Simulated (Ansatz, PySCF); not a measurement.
Dimer: H2S (SMILES S) (first 3 atoms) with C3H4 (SMILES C=C=C); geometry from B3LYP-D3(BJ)/def2-TZVP.
(charge 0, multiplicity 1):
```xyz
10

S      0.179     0.153    -0.500
H      0.318    -1.180    -0.420
H      0.668     0.334     0.740
C     -1.237    -0.305     3.088
C      0.020    -0.041     3.285
C      1.281     0.227     3.464
H     -1.893    -0.564     3.911
H     -1.662    -0.270     2.091
H      1.619     1.238     3.664
H      2.033    -0.553     3.430
```

Basis-set superposition error: the interaction energy with monomers in their own basis, and in the dimer's basis (counterpoise).

Codes used: Ansatz (Gaussian orbitals); PySCF for 6-31G* rows. Each number belongs to the level named beside it.

```tsv
level	uncorrected (kcal/mol)	counterpoise (kcal/mol)	difference
HF/aug-cc-pV(D+d)Z	0.24	0.54	0.30
B97M-V/def2-TZVPPD	-2.20	-2.11	0.08
B3LYP/def2-TZVPPD	-0.37	-0.27	0.09
BHLYP/def2-TZVPPD	-0.72	-0.64	0.08
CAM-B3LYP/def2-TZVPPD	-0.97	-0.87	0.10
wB97X-V/def2-TZVPPD	-2.09	-2.01	0.08
wB97M-V/def2-TZVPPD	-2.10	-1.99	0.11
B2PLYP/def2-TZVPPD	-1.26	-1.03	0.22
MP2/6-31G*	-1.97	-0.83	1.15
CCSD(T)/aug-cc-pV(D+d)Z	-2.83	-1.59	1.24
```

The error is largest for CCSD(T)/aug-cc-pV(D+d)Z (1.24 kcal/mol) and smallest for wB97X-V/def2-TZVPPD (0.08 kcal/mol).

Ansatz is a program for electronic structure.
